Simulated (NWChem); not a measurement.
System: C₃H₉B; SMILES CC(C)B

Excerpt of the output:

```
             Northwest Computational Chemistry Package (NWChem) 7.3.0
             --------------------------------------------------------

                             Geometry "geometry" -> ""
                             -------------------------

 Output coordinates in angstroms (scale by  1.889725989 to convert to a.u.)

  No.       Tag          Charge          X              Y              Z
 ---- ---------------- ---------- -------------- -------------- --------------
    1 B                    5.0000     0.00499800     1.61614700     0.08817400
    2 H                    1.0000    -1.02319500     2.22699700     0.17827900
    3 H                    1.0000     1.03697200     2.22054400     0.17855300
    4 C                    6.0000     0.00026400     0.09585300    -0.26637500
    5 C                    6.0000    -1.27969100    -0.67836900     0.09993800
    6 C                    6.0000     1.27549100    -0.68628500     0.09963400
    7 H                    1.0000     0.00050900     0.22027500    -1.37704100
    8 H                    1.0000    -1.28742000    -1.68086200    -0.34647700
    9 H                    1.0000    -1.35812300    -0.80709300     1.18676900
   10 H                    1.0000    -2.17960300    -0.15031300    -0.23397600
   11 H                    1.0000     2.17857300    -0.16372500    -0.23436800
   12 H                    1.0000     1.27697800    -1.68874300    -0.34692000
   13 H                    1.0000     1.35329700    -0.81562400     1.18643700

 Effective nuclear repulsion energy (a.u.)     116.7697843617

  xc_inp: hfexch multiplicative factor not found.
                              NWChem Property Module
                              ----------------------

  itol2e modified to match energy
  convergence criterion.

                                 NWChem DFT Module
                                 -----------------

 Summary of "ao basis" -> "ao basis" (spherical)
 ------------------------------------------------------------------------------
       Tag                 Description            Shells   Functions and Types
 ---------------- ------------------------------  ------  ---------------------
 B                           6-31g*                  6       14   3s2p1d
 H                           6-31g*                  2        2   2s
 C                           6-31g*                  6       14   3s2p1d

  itol2e modified to match energy
  convergence criterion.

[...]

          -----------------------------------------
          Chemical Shielding Tensors (GIAO, in ppm)
          -----------------------------------------

                                NWChem CPHF Module
                                ------------------

  scftype          =     RHF
  nclosed          =       16
  nopen            =        0
  variables        =      928
  # of vectors     =        3
  tolerance        = 0.10D-03
  level shift      = 0.00D+00
  max iterations   =       50
  max subspace     =       30

 SCF residual:    3.0554958866302581E-005

Iterative solution of linear equations
  No. of variables      928
  No. of equations        3
  Maximum subspace       30
        Iterations       50
       Convergence  1.0D-04

   iter   nsub   residual    time
   ----  ------  --------  ---------
     1      3    1.24D+00      10.9
     2      6    3.29D-01      11.4
     3      9    4.38D-02      11.9
     4     12    4.64D-03      12.4
     5     15    5.53D-04      12.9
     6     18    9.31D-05      13.3

      Atom:    1  B
        Diamagnetic
    190.5018      0.0375      0.0097
      0.0375    202.5961      3.0554
      0.0097      3.0554    186.2909

        Paramagnetic
   -203.6113      0.0847     -0.0744
      0.0847   -178.1359    -17.8946
     -0.0744    -17.8946    -59.4781

        Total Shielding Tensor
    -13.1095      0.1223     -0.0646
      0.1223     24.4602    -14.8391
     -0.0646    -14.8391    126.8129

           isotropic =      46.0545
          anisotropy =     124.2995

          Principal Components and Axis System
                 1           2           3
              128.9209     22.3526    -13.1099

      1        -0.0006      0.0032      1.0000
      2        -0.1406      0.9901     -0.0032
      3         0.9901      0.1406      0.0001

      Atom:    2  H
        Diamagnetic
     31.4241     -4.7940     -0.8039
     -4.7940     32.0453      0.8000
     -0.8039      0.8000     25.7336

        Paramagnetic
    -11.5004      6.7699      0.9634
      6.7699     -4.0252     -0.9853
      0.9634     -0.9853      2.0351

        Total Shielding Tensor
     19.9237      1.9759      0.1595
      1.9759     28.0200     -0.1853
      0.1595     -0.1853     27.7688

           isotropic =      25.2375
          anisotropy =       4.9014

          Principal Components and Axis System
                 1           2           3
               28.5051     27.7448     19.4625

      1         0.2167      0.0664      0.9740
      2         0.9568      0.1837     -0.2254
      3        -0.1938      0.9807     -0.0237

      Atom:    3  C
        Diamagnetic
    250.6443     -0.0105     -0.0037
     -0.0105    247.3176     -0.6982
     -0.0037     -0.6982    236.2589

        Paramagnetic
   -103.6375      0.0922     -0.0290
      0.0922    -73.0843     -8.6701
     -0.0290     -8.6701    -42.6174

        Total Shielding Tensor
    147.0069      0.0817     -0.0327
      0.0817    174.2333     -9.3684
     -0.0327     -9.3684    193.6414

           isotropic =     171.6272
          anisotropy =      38.6978

          Principal Components and Axis System
                 1           2           3
              197.4258    170.4492    147.0066

      1        -0.0012      0.0027      1.0000
      2        -0.3745      0.9272     -0.0030
      3         0.9272      0.3745      0.0001

      Atom:    4  C
        Diamagnetic
    254.3599      6.2814     -2.7555
      6.2814    246.6075     -1.5593
     -2.7555     -1.5593    243.0297

[...]
```

Level: Hartree-Fock/6-31G* (spherical d), GIAO. Coordinates come from a B3LYP/6-31G* (spherical d) optimisation. NWChem prints the field gradient with the sign opposite to the second derivative of the potential. The output numbers the shielded atoms by their place in the input's list. The printed shielding anisotropy is the first printed principal value minus the mean of the other two.

Problem. Write an input that gives this output.

Solution. One answer among several that fit: the input that was run:
```
start job
memory heap 200 mb stack 900 mb global 1100 mb
geometry units angstroms noautosym nocenter noautoz
  B      0.004998     1.616147     0.088174
  H     -1.023195     2.226997     0.178279
  H      1.036972     2.220544     0.178553
  C      0.000264     0.095853    -0.266375
  C     -1.279691    -0.678369     0.099938
  C      1.275491    -0.686285     0.099634
  H      0.000509     0.220275    -1.377041
  H     -1.287420    -1.680862    -0.346477
  H     -1.358123    -0.807093     1.186769
  H     -2.179603    -0.150313    -0.233976
  H      2.178573    -0.163725    -0.234368
  H      1.276978    -1.688743    -0.346920
  H      1.353297    -0.815624     1.186437
end
basis spherical
  B library 6-31g*
  H library 6-31g*
  C library 6-31g*
end
dft
  xc hfexch
  iterations 150
end
property
  shielding 8 1 2 4 5 7 8 9 10
  efieldgrad
end
task dft property
```
